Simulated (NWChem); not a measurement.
System: N₂H₄Te; SMILES N[Te]N

Computed with NWChem. def2 effective core potentials on Te; no spin-orbit coupling. Each level has its own optimisation; frequencies are unscaled. One conformer.

```
level                                                   r N–Te (Å)  r H–N (Å)  highest harmonic frequency (cm⁻¹)  lowest (cm⁻¹)  zero-point energy (kcal/mol)
------------------------------------------------------  ----------  ---------  ---------------------------------  -------------  ----------------------------
Hartree-Fock/STO-3G (all-electron, non-relativistic)         2.010      1.025                               4133            249                          37.3
LDA (Slater exchange, VWN5)/def2-SVP (core potentials)       2.029      1.027                               3565            194                          31.1
PBE0/def2-SVP (core potentials)                              2.034      1.017                               3673            200                          32.4
```
